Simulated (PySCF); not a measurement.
**Molecular orbitals of BeCl**

r²SCAN at R = 1.816 Å; basis Be def2-TZVPP, Cl def2-TZVPP; no relativity; PySCF 2.14. State: ²Σ⁺ (doublet), unpaired electrons σ ↑. Only the outer orbitals are listed, counted within each symmetry.

```json
{"spin": "α", "orbital": "5σ", "occ.": "1", "ε (eV)": "-21.25", "on Be (%)": "8", "main shells (%)": "92 Cl s"}
{"spin": "α", "orbital": "6σ", "occ.": "1", "ε (eV)": "-10.35", "on Be (%)": "20", "main shells (%)": "76 Cl p, 14 Be s"}
{"spin": "α", "orbital": "2π", "occ.": "1", "ε (eV)": "-8.60", "on Be (%)": "8", "main shells (%)": "92 Cl p"}
{"spin": "α", "orbital": "2π", "occ.": "1", "ε (eV)": "-8.60", "on Be (%)": "8", "main shells (%)": "92 Cl p"}
{"spin": "α", "orbital": "7σ", "occ.": "1", "ε (eV)": "-5.56", "on Be (%)": "97", "main shells (%)": "66 Be s, 31 Be p"}
{"spin": "α", "orbital": "3π", "occ.": "0", "ε (eV)": "-1.75", "on Be (%)": "93", "main shells (%)": "91 Be p"}
{"spin": "α", "orbital": "3π", "occ.": "0", "ε (eV)": "-1.75", "on Be (%)": "93", "main shells (%)": "91 Be p"}
{"spin": "α", "orbital": "8σ", "occ.": "0", "ε (eV)": "1.24", "on Be (%)": "102", "main shells (%)": "78 Be s, 21 Be p"}
{"spin": "β", "orbital": "5σ", "occ.": "1", "ε (eV)": "-21.21", "on Be (%)": "8", "main shells (%)": "91 Cl s"}
{"spin": "β", "orbital": "6σ", "occ.": "1", "ε (eV)": "-10.24", "on Be (%)": "19", "main shells (%)": "77 Cl p, 11 Be s"}
{"spin": "β", "orbital": "2π", "occ.": "1", "ε (eV)": "-8.58", "on Be (%)": "7", "main shells (%)": "93 Cl p"}
{"spin": "β", "orbital": "2π", "occ.": "1", "ε (eV)": "-8.58", "on Be (%)": "7", "main shells (%)": "93 Cl p"}
{"spin": "β", "orbital": "7σ", "occ.": "0", "ε (eV)": "-2.54", "on Be (%)": "97", "main shells (%)": "78 Be s, 18 Be p"}
{"spin": "β", "orbital": "3π", "occ.": "0", "ε (eV)": "-0.30", "on Be (%)": "93", "main shells (%)": "94 Be p"}
{"spin": "β", "orbital": "3π", "occ.": "0", "ε (eV)": "-0.30", "on Be (%)": "93", "main shells (%)": "94 Be p"}
```

Question: Which are the highest filled and the lowest empty level, where do they sit, and how wide is the gap?

Answer: Highest filled α 7σ at -5.56 eV (in %: 66 Be s, 31 Be p); lowest empty β 7σ at -2.54 eV (in %: 78 Be s, 18 Be p); the gap at r²SCAN is 3.02 eV.

```
bond order (Mayer)                               : 1.33
⟨S²⟩                                             : 0.752
charge on Be (Mulliken, basis-dependent)         : 0.18
charge on Be (Löwdin, basis-dependent)           : -0.25
dipole moment (positive dipole means Be(−)Cl(+)) : -0.82 D
```

Shares are Mulliken populations and can fall outside 0 to 100 %.

The state is the lowest determinant that a PBE0 search found; another state may lie lower at other levels.
